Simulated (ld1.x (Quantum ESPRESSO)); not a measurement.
# What one change does to a pseudopotential (nitrogen, TM)

nitrogen (N), norm-conserving Troullier–Martins (Kleinman–Bylander form), made with ld1.x (Quantum ESPRESSO) 7.5 (BLYP, scalar-relativistic). Core [He], reference 2s1 2p4. Waves: 2s (bound): rc 0.85 bohr; 3d channel at -0.05 Ry: rc 2.00 bohr; 2p (bound): rc 2.25 bohr. Local part: the p channel. Core correction: Bessel-smoothed model core, default radius (core density twice the valence density).

Change: functional revPBE.

Cutoffs: the cutoffs (Ry, on a coarse ladder) from which the occupation-weighted sum of valence levels, in a spherical-Bessel basis at the reference potential, stays within 10 and 1 mRy of its value at 400 Ry; they do not see the model core or the augmentation charge, which bear on the density cutoff. Errors are all-electron minus pseudo energies relative to the spin-unpolarised reference configuration.

Problem. How do hardness, ghosts and transferability respond?

Solution. The potential gets neither clearly harder nor softer (50 Ry and 120 Ry → 50 Ry and 120 Ry); of the 7 tests that both files solve, the error grows in 3 and shrinks in 2 by more than 15 % and 0.3 meV (median size 56.1 → 43.9 meV); neither file shows a bound ghost.

| quantity | base | changed |
| --- | --- | --- |
| cutoff, loose | 50 Ry | 50 Ry |
| cutoff, tight | 120 Ry | 120 Ry |
| bound ghosts | none | none |
| error for 2s2 2p3, meV [ΔE -11.40 → -11.59 eV] | -11 | -21 |
| error for 2s2 2p2, meV [ΔE 2.17 → 1.94 eV] | +186 | +147 |
| error for 2s2 2p1, meV [ΔE 31.05 → 30.73 eV] | +942 | +826 |
| error for 2s2 2p2.5, meV [ΔE -6.32 → -6.53 eV] | +56 | +36 |
| error for 2s0 2p5, meV [ΔE 11.44 → 11.61 eV] | -9.1 | -20 |
| error for 2s2 2p0, meV [ΔE 78.21 → 77.70 eV] | +3151 | +2890 |
| error for 2s2 2p3.3, meV [ΔE -13.01 → -13.20 eV] | -38 | -44 |
| s: phases at 2.45 bohr within 0.05 rad from the reference energy up to (Ry; the scan ends near 5) | 0.6 | 0.6 |
| p: phases at 2.45 bohr within 0.05 rad from the reference energy up to (Ry; the scan ends near 5) | 0.7 | 0.7 |
| d: phases at 2.45 bohr within 0.05 rad from the reference energy up to (Ry; the scan ends near 5) | 3.8 | 3.8 |
